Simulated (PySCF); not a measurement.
PBE on Li⁻ (lithium, charge -1), [He] 2s2, closed-shell 1S. Calculation: PySCF 2.14, in aug-cc-pVTZ (5s4p3d2f, 46 functions); no relativity, point nucleus.

```
cycle= 1 E= -7.47922763561051  delta_E= -0.000835  |g|= 0.00962  |ddm|= 0.374
cycle= 2 E= -7.47895627745256  delta_E= 0.000271  |g|= 0.0116  |ddm|= 0.261
cycle= 3 E= -7.47977450576644  delta_E= -0.000818  |g|= 0.000704  |ddm|= 0.147
cycle= 4 E= -7.47977466952392  delta_E= -1.64e-07  |g|= 9.05e-05  |ddm|= 0.00489
cycle= 5 E= -7.47977471408299  delta_E= -4.46e-08  |g|= 4.77e-06  |ddm|= 0.000802
cycle= 6 E= -7.479774714192  delta_E= -1.09e-10  |g|= 7.06e-07  |ddm|= 8.59e-05
converged SCF energy = -7.479774714192  <S^2> = -3.1086245e-15  2S+1 = 1
```

Highest occupied orbital energy: 0.881 eV; ⟨L²⟩ = 0.00; populations by l: s 4.00, p 0.00, d 0.00, f 0.00.

(1) Can this result be used?

Results:

(1) With care. Self-consistency was reached. At PBE the highest occupied level has a positive energy, so only the finite basis holds that electron; in a semilocal or global hybrid functional this comes from self-interaction and does not mean that the real anion is unbound.
